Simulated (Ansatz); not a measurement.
Coupled-cluster run, CH4ClFGeOS, SMILES `C[O][Ge]([F])([SH])[Cl]`.

```yaml
crystal:
  periodic: [false, false, false]
  atoms:
    - {symbol: C, position_ang: [-1.611339, 0.443279, 0.008704]}
    - {symbol: O, position_ang: [-0.320318, 0.394350, 0.599734]}
    - {symbol: Ge, position_ang: [0.953424, -0.521124, -0.166079]}
    - {symbol: F, position_ang: [1.041795, 0.034152, -1.799855]}
    - {symbol: S, position_ang: [2.816361, -0.223547, 0.918271]}
    - {symbol: Cl, position_ang: [0.489118, -2.589899, -0.325373]}
    - {symbol: H, position_ang: [-2.223348, 1.095325, 0.632866]}
    - {symbol: H, position_ang: [-2.073503, -0.548324, -0.022010]}
    - {symbol: H, position_ang: [-1.574391, 0.853073, -1.004553]}
    - {symbol: H, position_ang: [2.502211, 1.062736, 1.158303]}
basis:
  gaussian: {orbitals: def2-TZVPP}
correlation: {method: ccsd_t}
```

```sh
$ ansatz run in.yaml --threads 2 --pin off --events-out ev --progress --plain --max-ram 32768MiB --backend cuda --devices 0, --max-vram 18GiB
```

Log, shortened:

```
Functional definition: HF
1720 factors; integrals over basis functions are off by at most 1.1e-3 eV
mean field evaluation 1: about -85634.2625 eV, gradient 4.4e1 eV
mean field evaluation 2: about -85634.5417 eV, gradient 4.4e1 eV
mean field evaluation 4: about -85638.3734 eV, gradient 4.0e0 eV
mean field evaluation 8: about -85638.4416 eV, gradient 3.8e-1 eV
mean field evaluation 16: about -85638.4423 eV, gradient 2.0e-6 eV
mean field -85638.44231114 eV, -3147.1547071134 hartree, gradient 2.0e-6 eV, S^2 0.000000; 0 other end points of the search recorded, 0 dependent functions left out
22 core orbitals not correlated: weight in the atoms' cores, before any rotation towards them, 1.000 or more for the frozen orbitals, at most 0.000 for the correlated occupied ones
reference -85638.44231114 eV, -3147.1547071134 hartree; 24, 24 occupied and 235, 235 virtual orbitals, 1720 factors
second order -34.53724270 eV of doubles, -0.00000000 eV of singles
cycle   1  -34.60044490 eV  change   -6.3e-2 eV  update   1.3e-1
cycle   2  -35.43460771 eV  change   -8.3e-1 eV  update   3.8e-2
cycle   3  -35.61403150 eV  change   -1.8e-1 eV  update   1.9e-2
cycle   4  -35.59652579 eV  change    1.8e-2 eV  update   4.2e-3
cycle   5  -35.59289802 eV  change    3.6e-3 eV  update   1.9e-3
cycle   6  -35.59402207 eV  change   -1.1e-3 eV  update   5.9e-4
cycle   7  -35.59369892 eV  change    3.2e-4 eV  update   2.3e-4
cycle   8  -35.59360431 eV  change    9.5e-5 eV  update   7.2e-5
cycle   9  -35.59364737 eV  change   -4.3e-5 eV  update   2.7e-5
perturbative correction -1.40120154 eV, -0.0514932067 hartree
Total energy: -85675.43716005 eV, -3148.5142427346 hartree
```

Hardware: 2 threads of an AMD EPYC 7R13 on a shared host and a share of an NVIDIA H100 80 GB. Wall time 11 s, peak host memory 0.84 GiB.

Correlation energy per correlated electron: -0.771 eV. T1 diagnostic: 0.0116.
